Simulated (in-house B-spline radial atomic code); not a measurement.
Atomic self-consistent-field run: Rh³⁺. Level of theory: non-relativistic PBE0, spin-polarised, spherical fractional occupations, exact exchange averaged over the configuration, point nucleus; calculated with an all-electron radial atomic-structure program (B-spline basis).

Command:
```bash
python run_scf.py task.json out
```
Settings:
```
Z                45
configuration    [Kr] 4d6
hamiltonian      nr
method           pbe0
spin_polarised   True
exact_exchange   averaged over the configuration
```

Output (hartree, bohr):
```
 radial grid: 51 intervals, B-splines of order 8, outer radius 28.1081 bohr

 iter        energy (Eh)    residual
    1       -4674.759877    5.64e-01
    2       -4681.055350    3.93e-01
    3       -4685.448796    9.12e-02
    4       -4685.677575    2.17e-02
    5       -4685.685315    1.21e-02
    6       -4685.688713    2.31e-03
    7       -4685.688770    3.42e-04
    8       -4685.688771    4.54e-05
    9       -4685.688771    3.29e-06
   10       -4685.688771    6.87e-08

 total energy                     -4685.68877
 kinetic                            4683.7033
 electron-nucleus                 -11100.8985
 Hartree                            1866.2607
 exact exchange                      -33.1923
 exchange-correlation               -101.5621

 orbital      occ     eigenvalue          <r>       <r^2>       <1/r>       r_max
 1s up      1.000      -826.4885     0.033849  0.00153305     44.4808      0.0224
 1s down    1.000      -826.4887    0.0338489  0.00153305     44.4808      0.0224
 2s up      1.000      -119.4693     0.147199   0.0254652     10.0886      0.1246
 2s down    1.000      -119.4356     0.147184   0.0254603     10.0899      0.1246
 2p up      3.000      -110.7764     0.125983    0.019326     10.0797     0.09793
 2p down    3.000      -110.7488     0.125963   0.0193198     10.0811     0.09792
 3s up      1.000       -22.6979     0.402303    0.184995     3.56035      0.3626
 3s down    1.000       -22.6826     0.402175    0.184824     3.56038      0.3626
 3p up      3.000       -19.2424     0.395351    0.181416     3.47189      0.3496
 3p down    3.000       -19.2240     0.395196    0.181199     3.47183      0.3497
 3d up      5.000       -12.8951     0.369513    0.162924     3.30741      0.2916
 3d down    5.000       -12.8602     0.369624    0.162947     3.30556      0.2919
 4s up      1.000        -4.4010      1.00378      1.1385     1.35283      0.9067
 4s down    1.000        -4.2456      1.00013     1.13103     1.35998      0.9032
 4p up      3.000        -3.3248      1.07791      1.3246     1.24442       0.953
 4p down    3.000        -3.1495      1.07555     1.32065     1.24946       0.949
 4d up      5.000        -1.5985       1.3456       2.124    0.977091       1.103
 4d down    1.000        -1.4706      1.36634     2.20365    0.967705       1.103

 Slater integrals (Eh)
   F0(4p up,4p up)               0.834636
   F2(4p up,4p up)               0.440593
   F0(4p up,4p down)             0.835630
   F2(4p up,4p down)             0.440689
   F0(4p up,4d up)               0.740251
   F2(4p up,4d up)               0.371950
   G1(4p up,4d up)               0.469790
   G3(4p up,4d up)               0.288625
   F0(4p up,4d down)             0.734371
   F2(4p up,4d down)             0.366830
   F0(4p down,4p down)           0.836633
   F2(4p down,4p down)           0.440799
   F0(4p down,4d up)             0.740869
   F2(4p down,4d up)             0.371582
   F0(4p down,4d down)           0.734979
   F2(4p down,4d down)           0.366462
   G1(4p down,4d down)           0.462119
   G3(4p down,4d down)           0.283228
   F0(4d up,4d up)               0.671932
   F2(4d up,4d up)               0.340681
   F4(4d up,4d up)               0.224232
   F0(4d up,4d down)             0.667228
   F2(4d up,4d down)             0.336995
   F4(4d up,4d down)             0.221416
   (list cut)
```

Run time, properties included: 0.55 s on 1 thread of AMD EPYC 7R43 64-Core Processor (shared host).
